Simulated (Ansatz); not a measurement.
Reaction (redistribution): `[F][AlH][CH2][SiH3]` + `[OH][Al]([F])[SH]` → `[OH][Al]([SH])[AlH][F]` + `FC[SiH3]`

Gas-phase electronic energies from Ansatz, PBE0-D4/def2-TZVP geometries. CBS: MP2 limit from def2 TZ/QZ plus the TZ coupled-cluster correction, frozen cores. DFT in def2-TZVPP. B3LYP here is the variant with VWN-RPA as its local correlation; programs differ in this. HSE06 is defined as in plane-wave codes. Each species was taken in one conformer, which may not be the lowest.

| level | ΔE (kcal/mol) | difference from CCSD(T)/CBS |
| --- | --- | --- |
| LDA (SPW92) | 66.0 | -6.6 |
| PBE-D4 | 65.0 | -7.6 |
| revPBE-D4 | 65.3 | -7.3 |
| r2SCAN-D4 | 72.0 | -0.6 |
| B97M-V | 72.6 | 0.0 |
| PBE0-D4 | 67.5 | -5.1 |
| B3LYP-D4 | 69.2 | -3.4 |
| r2SCANh-D4 | 72.3 | -0.3 |
| r2SCAN0-D4 | 72.8 | 0.2 |
| HSE06-D4 | 67.4 | -5.2 |
| BHLYP-D4 | 71.3 | -1.3 |
| CAM-B3LYP-D4 | 70.4 | -2.2 |
| ωB97X-V | 68.8 | -3.8 |
| ωB97M-V | 72.6 | 0.0 |
| PBE-QIDH | 72.1 | -0.5 |
| PBE | 64.5 | -8.1 |
| revPBE | 63.8 | -8.8 |
| BLYP | 66.3 | -6.3 |
| r2SCAN | 71.9 | -0.7 |
| PBE0 | 67.1 | -5.5 |
| B3LYP | 68.4 | -4.2 |
| r2SCANh | 72.2 | -0.4 |
| r2SCAN0 | 72.7 | 0.1 |
| BHLYP | 70.7 | -1.9 |
| LC-ωPBE | 70.3 | -2.3 |
| RPA@PBE/def2-TZVPP | 68.0 | -4.6 |
| HF/def2-SVP | 69.3 | -3.3 |
| MP2/def2-SVP | 76.2 | 3.6 |
| CCSD/def2-SVP | 70.9 | -1.7 |
| CCSD(T)/def2-SVP | 70.5 | -2.1 |
| HF/def2-TZVPP | 69.9 | -2.7 |
| SCS-MP2/def2-TZVPP | 74.1 | 1.5 |
| CCSD/def2-TZVPP | 71.7 | -0.9 |
| CCSD(T)/def2-TZVPP | 71.6 | -1.0 |
| HF/def2-QZVPP | 70.5 | -2.1 |
| MP2/def2-QZVPP | 77.8 | 5.2 |
| SCS-MP2/def2-QZVPP | 75.0 | 2.4 |
| HF/CBS(def2) | 70.6 | -2.0 |
| MP2/CBS(def2) | 78.0 | 5.4 |
| CCSD/CBS(def2) | 72.7 | 0.1 |
| CCSD(T)/CBS | 72.6 | 0 |

Largest T1 diagnostic among the species: 0.013.

The D4 term adds +0.8 kcal/mol with B3LYP and +0.4 kcal/mol with PBE0; it sums over pairs of atoms, weighted by their polarisabilities, and B3LYP, whose exchange is more repulsive, gets the larger term. Leaving LDA and LC-ωPBE aside and taking each functional with its dispersion term where it has one, the values spread over 7.8 kcal/mol, from PBE-D4 to r2SCAN0-D4. LDA lies +1.5 kcal/mol from PBE without D4.
